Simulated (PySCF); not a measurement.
NMR data simulated for an unnamed compound:

¹H NMR (500 MHz, computed): δ 4.99 (q, 2H), 4.78 (s, 6H), 0.45 (t, 3H).

¹³C{¹H} NMR (computed): δ -3.6 (CH3).

Computational details: geometry from GFN2-xTB, σ from GIAO-PBE0/pcSseg-1, in PySCF 2.14 (a single conformation, non-relativistic Hamiltonian, no solvent, equivalent nuclei averaged).

Shifts are taken against calculated references (same method and geometry level): ¹H (31.72 ppm), ¹³C (186.93 ppm) against TMS.

Q: Which of these does the molecule contain: a heteroaromatic ring, a Si–H bond, a Si–CH3 group, a nitrile, a vinyl group CH=CH2?

A: 
- A heteroaromatic ring: no.
- A Si–H bond: yes (δH 4.99 (q)).
- A Si–CH3 group: yes (δC -3.6; δH 0.45 (t)).
- A nitrile: no.
- A vinyl group CH=CH2: no.

The data belong to SMILES C[SiH2]N([SiH3])[SiH3], CH11NSi3; they needn't prove each group on their own.

Carbon signals by region: 1 below 50 ppm.

Shifts are as computed. Against solution values, carbons near 30 ppm lie about +3 ppm off and those near 130 ppm about +5 ppm. Of 1211 compounds with measured shifts, 218 miss one by over three times the rms of a fit or turn the order of signals round; such compounds aren't used in these exercises. No couplings were computed; multiplicities are counted from neighbouring protons, with m where these are inequivalent, close in shift, in a saturated or five-membered ring or joined by F or P, and br s for small geminal =CH2 splittings.
